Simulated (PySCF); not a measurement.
**Basis-set dependence of population analyses: `CO[Si](C)(C)C`**

C₄H₁₂OSi.
Geometry (PBE0-D3(BJ)/def2-SVP, Å), atoms numbered from 1 in this order:
```xyz
18
C4H12OSi angstrom
C      2.3428   -0.2118    0.4700
O      1.0489   -0.4073    0.9487
Si    -0.3562   -0.0429    0.1072
C     -0.3420    1.7638   -0.4049
C     -1.7412   -0.3969    1.3077
C     -0.4822   -1.1342   -1.4155
H      2.5593    0.8532    0.2599
H      2.5431   -0.7822   -0.4576
H      3.0642   -0.5528    1.2298
H     -1.2911    2.0357   -0.8946
H      0.4699    1.9800   -1.1174
H     -0.2118    2.4221    0.4685
H     -1.6572    0.2439    2.1990
H     -2.7255   -0.2182    0.8473
H     -1.7040   -1.4454    1.6416
H      0.3536   -0.9582   -2.1113
H     -0.4716   -2.1996   -1.1366
H     -1.4166   -0.9364   -1.9651
```

PBE0 throughout (PySCF), one geometry, spherical d and f functions. Geometry: PBE0-D3(BJ)/def2-SVP; no solvent, vibrations or thermal averaging. Atoms taken as equivalent share a column and are averaged.

Mulliken charges (e):

```csv
basis,functions,C1,O2,Si3,C4/C5/C6,H7/H8/H9,H10 (×9)
STO-3G,46,-0.132,-0.377,+0.892,-0.412,+0.068,+0.072
6-31G,82,-0.202,-0.717,+1.234,-0.835,+0.157,+0.191
pcSseg-0,82,-0.296,-0.842,+1.878,-1.218,+0.211,+0.253
6-31G*,112,-0.257,-0.569,+0.950,-0.777,+0.160,+0.192
def2-SVP,148,+0.146,-0.512,+0.649,-0.334,+0.030,+0.070
cc-pVDZ,148,+0.075,-0.431,+0.520,-0.270,+0.034,+0.060
pcSseg-1,169,-0.025,-0.647,+1.053,-0.645,+0.101,+0.139
"6-311+G(2d,p)",242,-0.338,-0.581,+1.396,-0.792,+0.145,+0.163
aug-cc-pVDZ,250,+0.840,-1.022,+2.366,+0.501,-0.224,-0.335
def2-TZVP,264,-0.222,-0.350,+0.481,-0.493,+0.117,+0.135
```

IAO charges (e):

```tsv
basis	functions	C1	O2	Si3	C4/C5/C6	H7/H8/H9	H10 (×9)
STO-3G	46	-0.260	-0.447	+1.111	-0.646	+0.115	+0.132
6-31G	82	-0.228	-0.601	+1.178	-0.735	+0.135	+0.161
pcSseg-0	82	-0.210	-0.596	+1.208	-0.743	+0.130	+0.160
6-31G*	112	-0.187	-0.629	+1.278	-0.733	+0.125	+0.152
def2-SVP	148	-0.178	-0.623	+1.280	-0.726	+0.121	+0.148
cc-pVDZ	148	-0.186	-0.624	+1.272	-0.731	+0.124	+0.151
pcSseg-1	169	-0.187	-0.634	+1.296	-0.739	+0.126	+0.152
6-311+G(2d,p)	242	-0.197	-0.644	+1.311	-0.756	+0.130	+0.156
aug-cc-pVDZ	250	-0.195	-0.636	+1.282	-0.746	+0.129	+0.156
def2-TZVP	264	-0.195	-0.646	+1.324	-0.760	+0.129	+0.157
```

Hirshfeld charges (e):

```tsv
basis	functions	C1	O2	Si3	C4/C5/C6	H7/H8/H9	H10 (×9)
STO-3G	46	+0.033	-0.250	+0.503	-0.135	+0.006	+0.011
6-31G	82	-0.019	-0.277	+0.429	-0.204	+0.035	+0.042
pcSseg-0	82	-0.027	-0.252	+0.466	-0.206	+0.034	+0.037
6-31G*	112	-0.019	-0.247	+0.396	-0.204	+0.035	+0.042
def2-SVP	148	-0.037	-0.229	+0.441	-0.217	+0.035	+0.041
cc-pVDZ	148	-0.037	-0.226	+0.436	-0.214	+0.034	+0.041
pcSseg-1	169	-0.038	-0.238	+0.453	-0.220	+0.037	+0.041
6-311+G(2d,p)	242	-0.039	-0.246	+0.446	-0.217	+0.038	+0.042
aug-cc-pVDZ	250	-0.046	-0.243	+0.457	-0.226	+0.038	+0.044
def2-TZVP	264	-0.042	-0.237	+0.441	-0.221	+0.038	+0.043
```

Some averages cover members that differ in this geometry, most widely: H7/H8/H9, Mulliken in aug-cc-pVDZ -0.343 to -0.163; H10 (×9), Mulliken in aug-cc-pVDZ -0.375 to -0.296; C4/C5/C6, Mulliken in 6-311+G(2d,p) -0.813 to -0.766; C4/C5/C6, Mulliken in aug-cc-pVDZ +0.483 to +0.519 e.

**Question.** Which scheme is steadiest as the basis changes?

**Answer.** Largest range over the bases for any column: Hirshfeld 0.11 e, IAO 0.21 e, Mulliken 1.88 e. Hirshfeld charges move least and Mulliken charges most, counted in e. Without the minimal STO-3G basis the ranges are Hirshfeld 0.07, IAO 0.15, Mulliken 1.88 e.

**Question.** How much do the charges still move between the two largest bases, aug-cc-pVDZ and def2-TZVP?

**Answer.** At most, over all atoms: Mulliken 1.884 e, IAO 0.042 e, Hirshfeld 0.015 e.

**Question.** What do the same runs give for the total energy, the frontier levels and the dipole moment?

**Answer.** 
```csv
basis,energy (Eh),HOMO (eV),LUMO (eV),μ (D)
STO-3G,-517.7802,-3.67,7.52,0.94
6-31G,-523.9042,-7.21,2.13,1.65
pcSseg-0,-523.1557,-7.42,1.68,1.47
6-31G*,-524.0023,-7.31,2.25,1.14
def2-SVP,-523.7654,-7.44,1.47,1.09
cc-pVDZ,-524.0270,-7.34,1.53,1.05
pcSseg-1,-523.9912,-7.56,1.11,1.15
"6-311+G(2d,p)",-524.1116,-7.57,-0.03,1.07
aug-cc-pVDZ,-524.0480,-7.51,-0.19,1.02
def2-TZVP,-524.1346,-7.57,0.88,1.00
```

The dipole is fixed by the density alone, so its range of 0.71 D shows that the density itself changes with the basis, not only its division among atoms.
